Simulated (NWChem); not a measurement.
All runs are NWChem calculations. System: boroxine (H3B3O3), charge 0, spin multiplicity 1, at a geometry optimised with B3LYP/def2-SVP. Level: RHF/def2-SVP.

Input file:

```
start mol
memory heap 200 mb stack 900 mb global 1100 mb
geometry units angstroms nocenter noautoz
  B      0.000000     0.000000     1.380787
  O     -1.184543     0.000000     0.683903
  B     -1.195742     0.000000    -0.690380
  O      0.000000     0.000000    -1.367832
  B      1.195742     0.000000    -0.690380
  O      1.184543     0.000000     0.683903
  H      0.000000     0.000000     2.580471
  H     -2.234712     0.000000    -1.290202
  H      2.234712     0.000000    -1.290202
  symmetry group C2v
end
basis spherical
  * library def2-svp
end
scf
  rhf
  nopen 0
  maxiter 100
  thresh 1e-7
  semidirect memsize 60000000 filesize 0
end
task scf energy
```

Part of the output:

```
             Northwest Computational Chemistry Package (NWChem) 7.3.0
             --------------------------------------------------------

                                NWChem Input Module
                                -------------------

 Scaling coordinates for geometry "geometry" by  1.889725989
 (inverse scale =  0.529177249)

 Turning off AUTOSYM since
 SYMMETRY directive was detected!

                             Geometry "geometry" -> ""
                             -------------------------

 Output coordinates in angstroms (scale by  1.889725989 to convert to a.u.)

  No.       Tag          Charge          X              Y              Z
 ---- ---------------- ---------- -------------- -------------- --------------
    1 B                    5.0000     0.00000000     0.00000000     1.38078700
    2 O                    8.0000    -1.18454300     0.00000000     0.68390300
    3 B                    5.0000    -1.19574200     0.00000000    -0.69038000
    4 O                    8.0000     0.00000000     0.00000000    -1.36783200
    5 B                    5.0000     1.19574200     0.00000000    -0.69038000
    6 O                    8.0000     1.18454300     0.00000000     0.68390300
    7 H                    1.0000     0.00000000     0.00000000     2.58047100
    8 H                    1.0000    -2.23471200     0.00000000    -1.29020200
    9 H                    1.0000     2.23471200     0.00000000    -1.29020200

 Effective nuclear repulsion energy (a.u.)     201.1021073435

            Nuclear Dipole moment (a.u.)
            ----------------------------
        X                 Y               Z
 ---------------- ---------------- ----------------
     0.0000000000     0.0000000000    -0.0000113384

      Symmetry information
      --------------------

 Group name             C2v
 Group number             16
 Group order               4
 No. of unique centers     6

      Symmetry unique atoms

     1    2    3    4    7    8


 Summary of "ao basis" -> "" (spherical)
 ------------------------------------------------------------------------------
[...]
    90      0.232978  8 H  s                 95     -0.232978  9 H  s
    46      0.211311  4 O  px                32      0.201954  3 B  px
    60      0.201954  5 B  px                21      0.195048  2 O  px
    77      0.195048  6 O  px                91      0.166569  8 H  s

 Vector   22  Occ=0.000000D+00  E= 1.265430D-01  Symmetry=b2
              MO Center=  3.0D-13,  4.9D-14,  7.2D-01, r^2= 4.3D+00
   Bfn.  Coefficient  Atom+Function         Bfn.  Coefficient  Atom+Function
  ----- ------------  ---------------      ----- ------------  ---------------
     8      0.740967  1 B  py                 5     -0.381273  1 B  py
    36     -0.370463  3 B  py                64     -0.370463  5 B  py
    50      0.264257  4 O  py                33      0.190628  3 B  py
    61      0.190628  5 B  py                47      0.173074  4 O  py

 Vector   23  Occ=0.000000D+00  E= 1.265472D-01  Symmetry=a2
              MO Center= -2.5D-12,  1.4D-17, -7.2D-01, r^2= 4.3D+00
   Bfn.  Coefficient  Atom+Function         Bfn.  Coefficient  Atom+Function
  ----- ------------  ---------------      ----- ------------  ---------------
    36      0.641699  3 B  py                64     -0.641699  5 B  py
    33     -0.330189  3 B  py                61      0.330189  5 B  py
    22     -0.228858  2 O  py                78      0.228858  6 O  py

 Vector   24  Occ=0.000000D+00  E= 1.826698D-01  Symmetry=a1
              MO Center=  1.1D-15, -1.4D-15,  7.2D-06, r^2= 6.0D+00
   Bfn.  Coefficient  Atom+Function         Bfn.  Coefficient  Atom+Function
  ----- ------------  ---------------      ----- ------------  ---------------
     3      1.340835  1 B  s                 31      1.340848  3 B  s
    59      1.340848  5 B  s                 86     -0.848007  7 H  s
    91     -0.847991  8 H  s                 96     -0.847991  9 H  s
    17     -0.555785  2 O  s                 45     -0.555779  4 O  s
    73     -0.555785  6 O  s                  9      0.260291  1 B  pz

 center of mass
 --------------
 x =   0.00000000 y =   0.00000000 z =  -0.00000115

 moments of inertia (a.u.)
 ------------------
         308.679892940624           0.000000000000           0.000000000000
           0.000000000000         617.343028768763           0.000000000000
           0.000000000000           0.000000000000         308.663135828139

  Mulliken analysis of the total density
  --------------------------------------

    Atom       Charge   Shell Charges
 -----------   ------   -------------------------------------------------------
    1 B    5     4.58   1.99  0.73  0.04  1.41  0.20  0.20
    2 O    8     8.34   1.99  1.05  0.62  2.90  1.76  0.01
    3 B    5     4.58   1.99  0.73  0.04  1.41  0.20  0.20
    4 O    8     8.34   1.99  1.05  0.62  2.90  1.76  0.01
    5 B    5     4.58   1.99  0.73  0.04  1.41  0.20  0.20
    6 O    8     8.34   1.99  1.05  0.62  2.90  1.76  0.01
    7 H    1     1.09   0.76  0.31  0.01
    8 H    1     1.09   0.76  0.31  0.01
    9 H    1     1.09   0.76  0.31  0.01

       Multipole analysis of the density wrt the origin
       ------------------------------------------------

     L   x y z        total         open         nuclear
     -   - - -        -----         ----         -------
     0   0 0 0     -0.000000      0.000000     42.000000

     1   1 0 0     -0.000000      0.000000      0.000000
     1   0 1 0      0.000000      0.000000      0.000000
     1   0 0 1      0.000070      0.000000     -0.000011

     2   2 0 0    -28.344417      0.000000    166.897757
     2   1 1 0      0.000000      0.000000      0.000000
     2   1 0 1     -0.000000      0.000000      0.000000
     2   0 2 0    -22.953984      0.000000      0.000000
     2   0 1 1     -0.000000      0.000000      0.000000
     2   0 0 2    -28.343664      0.000000    166.906083

 Task  times  cpu:        2.1s     wall:        2.1s

 Total times  cpu:        2.1s     wall:        2.1s
```
